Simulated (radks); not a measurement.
The numbers below are computed, except where a source is named.
Problem. The mean radii <r> (bohr) of the occupied orbitals of an atom or ion are listed with their occupations. Level of theory: scalar-relativistic Kohn-Sham, LDA (Slater exchange, Perdew-Wang correlation), spin-unpolarised, spherical densities, finite nucleus; Fermi nuclear charge, rms radius of each element as measured or else 0.836 A^(1/3) + 0.57 fm (a radial shooting solver on a logarithmic mesh with Libxc functionals).

| orbital | occ. | <r> |
|---|---|---|
| 1s | 2 | 0.02192 |
| 2s | 2 | 0.09336 |
| 2p | 6 | 0.08240 |
| 3s | 2 | 0.2447 |
| 3p | 6 | 0.2432 |
| 3d | 10 | 0.2213 |
| 4s | 2 | 0.5510 |
| 4p | 6 | 0.5821 |
| 4d | 10 | 0.6285 |
| 5s | 2 | 1.276 |
| 5p | 6 | 1.455 |
| 4f | 5 | 0.7699 |
| 5d | 1 | 2.005 |
| 6s | 2 | 3.050 |

Name the element and its charge.

Solution. Z = 64, gadolinium, charge +2: Gd2+ in [Xe] 4f5 5d1 6s2. The 1s radius gives Z: for a bare nucleus <r> = (2 gamma + 1)/(2Z) with gamma = sqrt(1 - (Z/c)^2), 0.02163 bohr for Z = 64, and screening makes it slightly larger (0.02192 here). The occupations add up to 62, and the charge is Z minus that.
